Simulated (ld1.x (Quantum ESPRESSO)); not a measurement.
Before and after: ultrasoft potential for C

| Property | Result |
| --- | --- |
| Element | carbon |
| Generator | ld1.x (Quantum ESPRESSO) 7.5 |
| Type | ultrasoft |
| Functional | PBE |
| Relativity | non-relativistic |
| Frozen core | [He] |
| Valence charge | 4 |
| Reference configuration | 2s2 2p1 (charge +1) |
| Partial waves | 2s (bound): rcut 1.00, rcutus 1.25 bohr; 2s channel at -0.5 Ry: rcut 1.00, rcutus 1.25 bohr; 2p (bound): rcut 1.75, rcutus 2.00 bohr; 2p channel at -0.3 Ry: rcut 1.75, rcutus 2.00 bohr; 3d channel at -0.2 Ry: rcut 2.05, rcutus 2.30 bohr; 3d channel at 2.15 Ry: rcut 2.05, rcutus 2.30 bohr |
| Local potential | all-electron potential smoothed inside 1.80 bohr (lloc = -2) |
| Core correction | none |
| Augmentation charge | built from norm-conserving waves at rcut, not smoothed further |

All-electron outer shells of the reference configuration (PBE, non-relativistic, ld1.x):

| shell | level (eV) | outermost node (bohr) | outermost maximum (bohr) |
| --- | --- | --- | --- |
| 2s | -25.74 | 0.38 | 1.17 |
| 2p | -17.01 | – | 1.11 |

Change: core correction a·sin(br)/r model core inside 0.66 bohr.

Cutoffs: the cutoffs (Ry, on a coarse ladder) from which the occupation-weighted sum of valence levels, in a spherical-Bessel basis at the reference potential, stays within 10 and 1 mRy of its value at 400 Ry; they do not see the model core or the augmentation charge, which bear on the density cutoff. Errors are all-electron minus pseudo energies relative to the spin-unpolarised reference configuration.

What does the change do?

The potential gets neither clearly harder nor softer (15 Ry and 21 Ry → 15 Ry and 21 Ry); of the 7 tests that both files solve, the error grows in 0 and shrinks in 4 by more than 15 % and 0.3 meV (median size 49.5 → 40.6 meV); neither file shows a bound ghost. Exchange and correlation are not linear in the density, so unscreening with the valence charge alone errs where core and valence overlap; a model core restores that term. A model core, the more so a compact one, raises the density cutoff, which this test does not measure.

```csv
quantity,base,changed
"cutoff, loose",15 Ry,15 Ry
"cutoff, tight",21 Ry,21 Ry
bound ghosts,none,none
"error for 2s2 2p2, meV [ΔE -10.87 eV]",+11,+12
"error for 2s2 2p0, meV [ΔE 24.16 eV]",+102,+86
"error for 2s1 2p0, meV [ΔE 72.33 eV]",+298,+287
"error for 2s0 2p4, meV [ΔE 6.08 eV]",+91,+77
"error for 2s2 2p1.5, meV [ΔE -6.90 eV]",+7.5,+7.9
"error for 2s1 2p3, meV [ΔE -2.40 eV]",+49,+41
"error for 2s1 2p2, meV [ΔE 8.74 eV]",+12,+8.8
s: phases at 2.50 bohr within 0.05 rad from the reference energy up to (Ry; the scan ends near 5),to the end of the scan,to the end of the scan
p: phases at 2.50 bohr within 0.05 rad from the reference energy up to (Ry; the scan ends near 5),-0.0,-0.0
d: phases at 2.50 bohr within 0.05 rad from the reference energy up to (Ry; the scan ends near 5),to the end of the scan,to the end of the scan
lowest overlap eigenvalue by channel,"s 0.61, p 1.00, d 0.97","s 0.61, p 1.00, d 0.97"
```
